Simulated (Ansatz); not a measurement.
Ge₄H₆⁺. Charge 1, multiplicity 2. Geometry PBE-D4/def2-SVP, that of the neutral singlet; atoms count from 1.

| atom | x (Å) | y (Å) | z (Å) |
| --- | --- | --- | --- |
| Ge1 | 0.669 | -1.702 | -0.323 |
| Ge2 | -0.199 | 1.536 | 1.024 |
| Ge3 | -1.354 | -0.575 | 0.510 |
| Ge4 | 1.121 | 0.657 | -0.857 |
| H5 | 1.573 | -2.263 | 0.806 |
| H6 | -0.959 | 2.879 | 0.860 |
| H7 | -2.126 | -0.227 | -0.826 |
| H8 | 0.168 | 0.916 | -2.094 |
| H9 | 0.546 | -2.734 | -1.476 |
| H10 | 0.560 | 1.511 | 2.376 |

The structure comes from a short search, and lower isomers may exist.

Problem. Estimate the Mulliken populations from the PBE0/def2-TZVP orbitals of Ansatz.

Solution. 
```
atom  charge (e)  spin (α − β)
 Ge1        0.01         -0.04
 Ge2        0.01         -0.04
 Ge3        0.13          0.50
 Ge4        0.13          0.49
  H5        0.11          0.00
  H6        0.12          0.01
  H7        0.13          0.03
  H8        0.13          0.03
  H9        0.12          0.01
 H10        0.11          0.00
```
Mulliken values depend strongly on the basis.

Problem. Where does the spin sit?

Solution. Summed by element: Ge 0.92, H 0.08, of 1 unpaired in all. Largest on single atoms: Ge3 0.50, Ge4 0.49, Ge2 -0.04.

Problem. And the Mayer bond orders between heavy atoms (over 0.3)?

Solution. Ge1–Ge3 0.82 (2.46 Å); Ge1–Ge4 0.82 (2.46 Å); Ge2–Ge3 0.82 (2.46 Å); Ge2–Ge4 0.82 (2.46 Å); Ge3–Ge4 0.34 (3.08 Å).
